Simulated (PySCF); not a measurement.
# What a mistake does to a calculation on FH2OSi anion

Calculated results; nothing here was measured. They come from PySCF 2.14.0, an open-source quantum chemistry program, on an isolated molecule that a program drew, which may never have been made. The molecule is FH2OSi anion (charge -1, singlet), drawn as the SMILES string `[O-][SiH2]F`.

Each row is a Hartree-Fock (HF) and frozen-core CCSD(T) single point in the aug-cc-pV(D+d)Z basis, meant for a local HF minimum. Run 1 is clean. Each other run has one planted mistake out of seven kinds, and not every kind appears here: one electron removed, one electron added, multiplicity raised by two, geometry at a saddle point, minimal basis STO-3G, one bond length entered in bohr, all coordinates scaled. The reference is restricted for singlets and unrestricted otherwise, and also for a bond in bohr. Adding or removing an electron swaps singlet and doublet. Electrons count all cores. HOMO and LUMO are orbital energies over both spins, the gradient is its largest component, and the lowest frequency (negative if imaginary) is given only where the gradient is small. Bond lengths are over the 4 bonds as drawn. T1 is the CCSD diagnostic: over 0.02 (restricted) or 0.045 (unrestricted) a single reference is doubtful.

Geometry of the clean run:
```xyz
5
FH2OSi anion, angstrom
O    -0.9054    1.8460   -2.4481
Si   -1.8424    0.6278   -2.3114
F    -3.3764    0.8270   -2.8968
H    -1.4359   -0.6254   -3.0470
H    -2.1494    0.1635   -0.9089
```

```
run  electrons  basis functions  <S^2>  HOMO (eV)  LUMO (eV)  gradient (hartree/bohr)  lowest frequency (cm^-1)  mean bond (Å)  longest bond (Å)      T1  HF (hartree)  CCSD(T) (hartree)                     mistake
  1         34               96  0.000      -5.16       4.51                  3.7e-05                       364         1.5537             1.654  0.0176    -464.54363         -465.10456                    no fault
  2         34               96  2.008       1.12       3.48                  1.1e-01                         -         1.5537             1.654  0.0322    -464.41540         -464.92527  multiplicity raised by two
  3         33               96  0.759     -13.25      -0.34                  1.2e-01                         -         1.5537             1.654  0.0291    -464.45711         -464.95913                           ?
  4         34               21  0.000       2.07      21.65                  4.1e-02                         -         1.5537             1.654  0.0176    -458.43188         -458.54601                           ?
```

**Which mistake was planted in run 3, and what did it cost?**

It counts 33 electrons, one fewer than the clean run, at the same geometry and basis. So the mistake is: one electron removed. Subtracting run 1 and multiplying by 627.51 kcal/mol a hartree, the energy moved by 54.3 kcal/mol in HF and 91.3 kcal/mol in CCSD(T).

**Which mistake was planted in run 4, and what did it cost?**

It has 21 basis functions where the clean run has 96, with the same electrons and geometry. So the mistake is: minimal basis STO-3G. Subtracting run 1 and multiplying by 627.51 kcal/mol a hartree, the energy moved by 3835.2 kcal/mol in HF and 4115.6 kcal/mol in CCSD(T).

Cautions from the logs. Run 2: the HOMO is above zero, so the electron isn't bound and the energy depends on the basis; run 4: the HOMO is above zero, so the electron isn't bound and the energy depends on the basis.
